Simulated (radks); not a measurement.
The numbers below are computed, except where a source is named.
Isoelectronic series with 26 electrons, all held in the configuration [Ar] 3d6 4s2, which need not be the ground one along the series. Level of theory: Dirac Kohn-Sham, PBE, spin-unpolarised, spherical densities, point nucleus; open shells are shared between the two j in proportion to 2j + 1 (a radial shooting solver on a logarithmic mesh with Libxc functionals). Total energies (hartree) and mean radii <r> (bohr):

ion    E (hartree)   4s1/2   3d5/2
Fe     -1272.47554   2.989   1.144
Cu3+   -1650.92083   1.928  0.7817
Ge6+   -2083.34768   1.486  0.6181
Br9+   -2570.03113   1.223  0.5167
Sr12+  -3111.50324   1.044  0.4459
Nb15+  -3708.43665  0.9125  0.3930
Ru18+  -4361.61914  0.8109  0.3518
Sn24+  -5840.43769  0.6633  0.2913
I27+   -6668.21780  0.6077  0.2683
Ba30+   -7556.5524  0.5603  0.2488
Pr33+   -8506.8485  0.5195  0.2319
Sm36+   -9520.6726  0.4839  0.2172
Tb39+  -10599.7694  0.4526  0.2042

Estimate the row of Ag21+.

Answer. E (hartree) -5071.94892; 4s1/2 0.7298; 3d5/2 0.3186.
